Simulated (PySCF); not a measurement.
# Nuclear quadrupole coupling in `CCC1(C(=O)F)CC1`

Compound: C₆H₉FO.
Numbering: `[CH3:1][CH2:2][C:3]1([C:4](=[O:5])[F:6])[CH2:7][CH2:8]1` (hydrogens: H9, H10, H11 on C1; H12, H13 on C2; H14, H15 on C7; H16, H17 on C8)

Geometry (GFN2-xTB, Å), atoms numbered from 1 in this order:
```xyz
17
C6H9FO angstrom
C      2.045   -0.045    0.240
C      0.720    0.394    0.858
C     -0.467   -0.110    0.059
C     -0.674   -1.559    0.146
O     -0.098   -2.368    0.788
F     -1.715   -1.978   -0.648
C     -0.827    0.579   -1.243
C     -1.712    0.753   -0.063
H      2.123   -1.128    0.243
H      2.126    0.307   -0.786
H      2.876    0.361    0.810
H      0.679    1.483    0.904
H      0.652    0.007    1.877
H     -0.192    1.399   -1.540
H     -1.175   -0.033   -2.061
H     -2.671    0.258   -0.061
H     -1.697    1.692    0.468
```

Field gradients from the PBE0/pcSseg-1 density (PySCF, non-relativistic), principal values in atomic units, ordered |Vxx| ≤ |Vyy| ≤ |Vzz|:

| atom | Vxx | Vyy | Vzz |
| --- | --- | --- | --- |
| O5 | 0.5021 | 1.0416 | -1.5437 |

Find the asymmetry η = (Vxx − Vyy)/Vzz and the couplings χ = eQV/h (234.96 MHz × Q in barn × V in au), with Q(17O) = −0.0256 b.

```
atom      environment  nucleus     η  χzz (MHz)  χxx (MHz)  χyy (MHz)
  O5  carbonyl oxygen      17O  0.35       9.29      -3.02      -6.27
```

The tensor is traceless: Vxx + Vyy + Vzz = 0.

What is Vzz at O5 in SI units (1 au = 9.71736 × 10²¹ V/m²)?

-1.5437 au = -15.000 × 10²¹ V/m².

What couplings would deuterons (Q(2H) = 0.00286 b) have in place of the hydrogens, at this geometry?

| atom | bonded to | bond length (Å) | Vzz (au) | η | χzz (kHz) |
| --- | --- | --- | --- | --- | --- |
| H9 | C1 | 1.086 | 0.3114 | 0.02 | 209 |
| H10 | C1 | 1.088 | 0.3148 | 0.03 | 212 |
| H11 | C1 | 1.087 | 0.3175 | 0.02 | 213 |
| H12 | C2 | 1.092 | 0.3035 | 0.04 | 204 |
| H13 | C2 | 1.092 | 0.3004 | 0.03 | 202 |
| H14 | C7 | 1.079 | 0.3311 | 0.06 | 222 |
| H15 | C7 | 1.079 | 0.3272 | 0.06 | 220 |
| H16 | C8 | 1.079 | 0.3267 | 0.06 | 220 |
| H17 | C8 | 1.079 | 0.3302 | 0.07 | 222 |

Geometry: GFN2-xTB, one conformer, isolated molecule. GFN2-xTB bond lengths can be off by several hundredths of an ångström, more for odd bonds, and the gradients follow them. With a basis this small, the couplings can be 20 % off.
